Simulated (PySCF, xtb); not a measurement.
(1E)-2-chloro-1-iodobuta-1,3-diene (C₄H₄ClI), SMILES Cl/C(C=C)=C/I. Other conformers were not sampled.

Harmonic wavenumbers (cm⁻¹) from GFN2-xTB in xtb at its own minimum, in rising order: 88, 142, 165, 228, 257, 365, 496, 670, 671, 701, 770, 895, 951, 992, 1106, 1234, 1284, 1392, 1600, 1659, 3070, 3111, 3114, 3146.

Task: What does PBE-D3(BJ)/def2-SVP in PySCF give at its own minimum? (The exact figures need the calculation; the answer reports its results.)

Result: 122, 139, 181, 234, 262, 394, 510, 643, 691, 707, 740, 904, 934, 977, 1082, 1219, 1261, 1366, 1563, 1646, 3089, 3101, 3168, 3195. Paired by order, the mean absolute difference is 21 cm⁻¹ and the zero-point energies are 40.2 and 40.2 kcal/mol.
